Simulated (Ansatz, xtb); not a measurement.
Relative energy of two isomers of C5H8OS

We compare a, `O=C[C@H]1C[C@H](S)C1`, a singlet, with b, `O=C[C@@H]1CC[C@H]1S`, a singlet. Both are isolated molecules in the gas phase, relaxed with PBE0-D3(BJ)/def2-SVP; each stands in its lowest conformer found.

a (Å):

```yaml
atoms:
  - { symbol: C, position_ang: [-1.7141, 2.6494, -0.0526] }
  - { symbol: C, position_ang: [-0.7703, 1.5099, -0.3102] }
  - { symbol: C, position_ang: [-0.1749, 0.9693, 1.0238] }
  - { symbol: C, position_ang: [-1.2354, -0.1451, 0.9740] }
  - { symbol: C, position_ang: [-1.4639, 0.1538, -0.5191] }
  - { symbol: O, position_ang: [-2.9109, 2.5527, 0.0078] }
  - { symbol: S, position_ang: [-0.8350, -1.8092, 1.5397] }
  - { symbol: H, position_ang: [-1.2103, 3.6371, 0.1215] }
  - { symbol: H, position_ang: [-0.0248, 1.8304, -1.0563] }
  - { symbol: H, position_ang: [-0.1705, 1.6336, 1.9021] }
  - { symbol: H, position_ang: [0.8415, 0.5761, 0.8758] }
  - { symbol: H, position_ang: [-2.1242, 0.1385, 1.5582] }
  - { symbol: H, position_ang: [0.2216, -1.9925, 0.7166] }
  - { symbol: H, position_ang: [-2.5059, 0.1861, -0.8655] }
  - { symbol: H, position_ang: [-0.8752, -0.5131, -1.1655] }
```

b (Å):

| atom | x (Å) | y (Å) | z (Å) |
| --- | --- | --- | --- |
| C | 0.4147 | 0.8474 | 0.8854 |
| C | -0.1397 | -0.5003 | 0.5404 |
| C | 0.7494 | -1.7392 | 0.7085 |
| C | 0.2563 | -2.2527 | -0.6575 |
| C | -0.2185 | -0.8252 | -0.9812 |
| O | 1.5282 | 1.0373 | 1.2985 |
| S | -1.7253 | -0.5192 | -1.9198 |
| H | -0.2808 | 1.7042 | 0.6869 |
| H | -1.1385 | -0.6159 | 0.9938 |
| H | 0.5635 | -2.3724 | 1.5869 |
| H | 1.8096 | -1.4474 | 0.7012 |
| H | 0.9843 | -2.7046 | -1.3465 |
| H | -0.6003 | -2.9366 | -0.5544 |
| H | 0.5632 | -0.2715 | -1.5263 |
| H | -2.5260 | -1.3070 | -1.1677 |

Quicker runs give these differences E(b) − E(a): GFN2-xTB −2.35 kJ/mol; HF/STO-3G −2.95 kJ/mol (at GFN2-xTB geometries); r2SCAN-D4/def2-SVP −2.14 kJ/mol (at GFN2-xTB geometries).

Q: Estimate E(b) − E(a) at the level CCSD(T)/def2-SVP + ΔMP2/def2-TZVPP.

A: CCSD(T)/def2-SVP + ΔMP2/def2-TZVPP gives E(b) − E(a) = −0.05 kJ/mol, slightly favouring structure b, which is too small a margin to settle the true order.

Level by level:

| level | geometry | E(b) − E(a) (kJ/mol) | departure from the last row (kJ/mol) | job, with rough time for the two |
| --- | --- | --- | --- | --- |
| GFN2-xTB | GFN2-xTB | −2.35 | −2.30 | optimisation, 0.34 s |
| HF/STO-3G | GFN2-xTB | −2.95 | −2.90 | single point, 0.56 s |
| r2SCAN-D4/def2-SVP | GFN2-xTB | −2.14 | −2.09 | single point, 7.8 s |
| PBE0-D3(BJ)/def2-SVP | PBE0-D3(BJ)/def2-SVP | −1.09 | −1.04 | optimisation, 2 min |
| HF/def2-SVP | PBE0-D3(BJ)/def2-SVP | −1.34 | −1.29 | part of the CCSD(T) run |
| MP2/def2-SVP | PBE0-D3(BJ)/def2-SVP | −0.65 | −0.60 | part of the CCSD(T) run |
| CCSD(T)/def2-SVP | PBE0-D3(BJ)/def2-SVP | −0.85 | −0.80 | single point |
| CCSD(T)/def2-SVP + ΔMP2/def2-TZVPP | PBE0-D3(BJ)/def2-SVP | −0.05 |  | single point, 2.3 min |

As drawn, both hold the same kinds of bond in the same numbers.

The largest departure from CCSD(T)/def2-SVP + ΔMP2/def2-TZVPP is that of HF/STO-3G, 2.90 kJ/mol. The last row adds to CCSD(T) the change of the MP2 difference between the two basis sets, here +0.80 kJ/mol.

With thermal terms from frequencies at re-optimised GFN2-xTB minima (ideal gas, soft modes damped towards free rotors, one conformer each, 298.15 K, 1 atm): the zero-point term adds +0.39 kJ/mol; ΔH is +0.36 and ΔG −0.06 kJ/mol.

The correlated steps freeze 11 core orbitals. Codes used: Ansatz 0.2.0, xtb 6.7.1; the last row on 2 threads of Arm Neoverse V2 on a shared host.
